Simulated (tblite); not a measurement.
C8H12AlB.
Numbering: `[CH3:1][C:2]#[C:3][AlH:4][C:5]#[C:6][CH2:7][B:8]([CH3:9])[CH3:10]` (hydrogens: H11, H12, H13 on C1; H14 on Al4; H15, H16 on C7; H17, H18, H19 on C9; H20, H21, H22 on C10)

Computed with GFN2-xTB (tblite), gas phase: L-BFGS steps from a force-field or distance-geometry start until the largest atomic force falls under 0.01 eV/Å.

Step 0: E = -690.6776 eV
```
atom  x, y, z in Å  |  force x, y, z in eV/Å
C1      6.0908   -0.6482    0.6323   -0.629  -0.087  -0.463
C2      4.6908   -1.0257    0.3495    2.958   0.834   0.691
C3      3.5581   -1.3467    0.1563   -2.453  -0.942  -0.879
Al4     1.6791   -1.8175   -0.1950   -0.177   0.390   1.458
C5      0.3658   -0.3820   -0.3724    0.647  -0.764  -0.349
C6     -0.4600    0.4936   -0.4949   -0.473   1.431  -0.531
C7     -1.4755    1.5523   -0.6213    0.182  -0.761   0.941
B8     -2.8999    0.8504   -0.4583    0.346  -0.847   0.809
C9     -4.0645    1.6174    0.2672   -0.174   0.239  -0.646
C10    -3.0052   -0.7469   -0.5649   -0.272   0.568   0.132
H11     6.4606   -0.0872   -0.2493   -0.022  -0.272   0.512
H12     6.6702   -1.5872    0.7428   -0.169   0.708   0.149
H13     6.1361    0.0081    1.5243    0.093  -0.565  -0.460
H14     1.1253   -3.2215    0.3440    0.255   0.271  -0.588
H15    -1.2968    2.2867    0.2011   -0.127  -0.276  -0.707
H16    -1.4522    2.0516   -1.5835    0.401   0.127  -0.112
H17    -4.0076    1.3597    1.3472   -0.234   0.398  -0.762
H18    -3.9443    2.7091    0.1007   -0.459  -0.620   0.506
H19    -5.0375    1.2727   -0.1493    0.476   0.449   0.618
H20    -3.2399   -1.0534   -1.5967    0.267  -0.096   0.467
H21    -2.0508   -1.2107   -0.2255   -0.977   0.075  -0.410
H22    -3.8530   -1.0552    0.0741    0.542  -0.260  -0.375
```

Step 1: E = -690.6890 eV
```
atom  x, y, z in Å  |  force x, y, z in eV/Å
C1      6.0818   -0.6495    0.6257    0.660   0.216   0.010
C2      4.7331   -1.0138    0.3593   -5.645  -1.605  -0.926
C3      3.5230   -1.3602    0.1437    4.966   1.166   0.511
Al4     1.6766   -1.8119   -0.1741   -0.404   0.200   1.246
C5      0.3750   -0.3929   -0.3774   -1.603   1.624  -0.638
C6     -0.4668    0.5140   -0.5025    2.187  -1.505  -0.056
C7     -1.4729    1.5414   -0.6078   -0.245  -0.075   0.075
B8     -2.8950    0.8383   -0.4467    0.165  -0.417   0.719
C9     -4.0669    1.6208    0.2580    0.150  -0.051  -0.359
C10    -3.0091   -0.7387   -0.5630   -0.183   0.303   0.023
H11     6.4603   -0.0910   -0.2420    0.117  -0.089   0.235
H12     6.6678   -1.5770    0.7449   -0.009   0.492   0.142
H13     6.1375    0.0000    1.5178    0.127  -0.400  -0.301
H14     1.1289   -3.2177    0.3356    0.207   0.224  -0.526
H15    -1.2986    2.2828    0.1910   -0.085  -0.061  -0.375
H16    -1.4465    2.0534   -1.5852    0.265  -0.110   0.305
H17    -4.0110    1.3654    1.3363   -0.205   0.349  -0.644
H18    -3.9509    2.7003    0.1080   -0.369  -0.230   0.357
H19    -5.0307    1.2791   -0.1404    0.123   0.309   0.389
H20    -3.2361   -1.0548   -1.5901    0.210  -0.057   0.335
H21    -2.0648   -1.2096   -0.2313   -0.707   0.006  -0.313
H22    -3.8452   -1.0589    0.0688    0.279  -0.290  -0.209
```

Q: Estimate the geometry and energy of step 2. (The exact step hangs on the optimiser's Hessian estimate; all steps are aligned on step 1, rigid shifts and turns removed.)

A: E = -690.9817 eV, largest force 1.462 eV/Å
```
atom  x, y, z in Å  |  force x, y, z in eV/Å
C1      6.0828   -0.6484    0.6227   -0.137  -0.033  -0.041
C2      4.7089   -1.0207    0.3567   -1.394  -0.403  -0.181
C3      3.5452   -1.3574    0.1419    1.263   0.143  -0.084
Al4     1.6723   -1.8078   -0.1550   -0.180   0.362   1.084
C5      0.3669   -0.3854   -0.3846   -0.164   0.117  -0.381
C6     -0.4530    0.5118   -0.5064    0.645   0.039  -0.192
C7     -1.4736    1.5358   -0.6011   -0.067  -0.178  -0.284
B8     -2.8915    0.8296   -0.4359    0.131  -0.087   0.600
C9     -4.0669    1.6220    0.2510    0.302  -0.192  -0.180
C10    -3.0123   -0.7327   -0.5620   -0.128   0.095  -0.031
H11     6.4611   -0.0935   -0.2369    0.121   0.005   0.044
H12     6.6666   -1.5686    0.7470    0.023   0.313   0.123
H13     6.1390   -0.0068    1.5124    0.072  -0.287  -0.180
H14     1.1322   -3.2142    0.3277    0.176   0.166  -0.445
H15    -1.3001    2.2805    0.1835   -0.033   0.044  -0.175
H16    -1.4418    2.0534   -1.5835    0.198  -0.226   0.451
H17    -4.0141    1.3707    1.3264   -0.175   0.290  -0.487
H18    -3.9567    2.6944    0.1140   -0.289   0.037   0.245
H19    -5.0266    1.2844   -0.1334   -0.119   0.197   0.221
H20    -3.2327   -1.0559   -1.5844    0.156  -0.027   0.206
H21    -2.0766   -1.2091   -0.2364   -0.483  -0.064  -0.227
H22    -3.8395   -1.0628    0.0647    0.081  -0.312  -0.087
```

The energy changes by -0.2927 eV. The first-order estimate −F·Δx gives -0.4278 eV and the mean of the old and new forces, exact on a quadratic surface, -0.2880 eV. The step makes an angle of 34° with the force vector and moves no atom by more than 0.025 Å.

The cost below is that of the whole relaxation. The run took 1.0 s on Arm Neoverse V1, one thread, shared host with 32 logical CPUs at a one-minute load of 16.
